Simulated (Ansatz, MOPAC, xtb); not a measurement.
C3H9B (trimethylborane): the zero-point energy at each level's own minimum, rung by rung

C3H9B, singlet, SMILES `CB(C)C`. Each level relaxes the structure for itself.

Each level gives the zero-point energy at each level's own minimum (kJ/mol). The values are calculated.

```csv
level,kind,program,value (kJ/mol)
GFN2-xTB,semi-empirical,xtb,295.2
PM7,semi-empirical,MOPAC,270.6
PM7-,semi-empirical,MOPAC,270.4
PM7-HH,semi-empirical,MOPAC,273.1
HF/STO-3G,Hartree–Fock,Ansatz,360.9
HF/3-21G,Hartree–Fock,Ansatz,317.5
HF/6-31G* (Cartesian functions),Hartree–Fock,Ansatz,315.6
B3LYP/6-31G* (Cartesian functions),global hybrid,Ansatz,297.7
MP2/6-31G* (Cartesian functions),perturbation theory,Ansatz,305.7
```

Harmonic and unscaled. The values span 270.4 to 360.9 kJ/mol. Without the sets that lack polarisation functions the rows with a basis span only 297.7 to 315.6 kJ/mol.
